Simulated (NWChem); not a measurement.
# SiSbH$_{3}$Cl$_{2}$; SMILES [Cl][Sb]([Cl])[SiH3]

Results from NWChem. Geometry: optimised at PBE0/def2-SVP. No frequency run checked for a minimum. def2 effective core potentials on Sb; no spin-orbit coupling. Ions are spin-unrestricted doublets at the neutral geometry; other ion states weren't tried.

Question: Estimate the computed values for PBE/def2-SVP. Quantities: vertical ionisation energy, ΔSCF (eV); −ε(HOMO) (eV).

Answer: 
```json
{
  "vertical ionisation energy, ΔSCF (eV)": "8.86",
  "−ε(HOMO) (eV)": "6.16"
}
```
